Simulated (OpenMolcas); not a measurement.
**C3+: RASPT2 settings compared**

```yaml
Program: OpenMolcas
Basis: ANO-R3 [4s4p2d1f]
Scalar_Hamiltonian: X2C, finite nucleus
Active_space: 1 electron in 9 orbitals (RAS2 2s 2p; RAS3 3d, at most 1 electron)
State_averaging: 2S+1 = 2 even, 1 root; 2S+1 = 2 odd, 3 roots
Spin-orbit_coupling: RASSI with atomic mean-field integrals over the reference wave functions, term energies averaged over their components
```

Methods on the same reference wave functions:
A. RASSCF
B. SS-RASPT2, IPEA 0.4 Eh, imaginary shift 0.5 Eh (closed shells correlated: 1s)
C. SS-RASPT2, IPEA 0.2 Eh, imaginary shift 0.05 Eh (closed shells correlated: 1s)
D. SS-RASPT2, IPEA 0.75 Eh, sigma2 regulariser 0.3 Eh (closed shells correlated: 1s)

Energies in cm-1 above 2s 2S 1/2, the measured ground level; measured values from Moore, Selected Tables of Atomic Spectra, NSRDS-NBS 3, section 3.

```csv
Level,A,B,C,D,Measured
2s 2S 1/2,0.0,0.0,0.0,0.0,0.0
2p 2P* 1/2,65093,64773,64771,64776,64484
2p 2P* 3/2,65191,64871,64869,64874,64592
```

Deviations, from unrounded energies. A percentage is the sum of absolute deviations over the sum of measured energies, with the sign that they share, or ± where signs differ.

```json
{"Against measurement": "mean absolute deviation (cm-1)", "Levels": "2", "A": "600", "B": "280", "C": "280", "D": "290"}
{"Against measurement": "other configurations (%)", "Levels": "2", "A": "+0.9", "B": "+0.4", "C": "+0.4", "D": "+0.4"}
```

B, C, D lie about equally close to measurement and A furthest from it. The largest miss of C in the table is 2p 2P* 1/2, by +290 cm-1. The ranking rests on the paired levels alone, and a cruder setting can come out closer through cancelling errors.

Among B to D no level of the table moves by more than 5 cm-1.

The lowest spin-free term lies below A's lowest term by 0.008 hartree in B, 0.008 hartree in C, 0.008 hartree in D.

With one active electron outside closed inactive shells, the extra shells (3d) add no correlation to the reference. With one active electron the reference holds no correlation, so core polarisation is missing (holds for A). With one active electron, CASPT2 adds the correlation within the correlated inactive shells and between them and that electron, and leaves the splitting within a term as the reference gives it (holds for B; C; D). Measured partners are found by configuration, term and J. A level has none where our copy of the source lacks it or the pairing is in doubt (some pairs that miss far off the trend of their configuration count as doubtful), and it then counts in no deviation. Levels of configurations outside the active space are missing.

* marks odd parity.
